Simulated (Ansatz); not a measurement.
System: sum formula Si2H5F, net charge 0, singlet state. SMILES: F[SiH2][SiH3]
Geometry: optimised at B3LYP-D3(BJ)/def2-TZVP (Ansatz, a quantum-chemistry and plane-wave program).

Wanted: vertical ionisation energy (to the doublet state of charge +1; each state is the SCF solution reached for its spin), in eV. Cores are frozen in the correlated levels unless marked. Open shells are spin-unrestricted. No spin-orbit coupling. Non-relativistic. CBS marks a two-point X^-3 extrapolation of the correlation energy; Hartree-Fock from the larger set. [CCSD(T)-MP2]/basis is that difference in the basis named.

```tsv
level	program	vertical ionisation energy (eV)
HF/aug-cc-pV(D+d)Z	Ansatz	10.11
HF/aug-cc-pV(T+d)Z	Ansatz	10.04
HF/aug-cc-pV(Q+d)Z	Ansatz	10.03
SVWN5/def2-TZVPD	Ansatz	10.43
r2SCAN/def2-TZVPD	Ansatz	10.46
B3LYP/def2-TZVPD	Ansatz	10.58
PBE0/def2-TZVPD	Ansatz	10.55
```

### Question
Estimate the value at RI-MP2/CBS(aug-cc-pV(T+d)Z,aug-cc-pV(Q+d)Z)+[CCSD(T)-MP2]/aug-cc-pV(T+d)Z as computed with Ansatz.

### Answer
10.86 eV, so PBE0/def2-TZVPD differs from it by -0.31 eV.
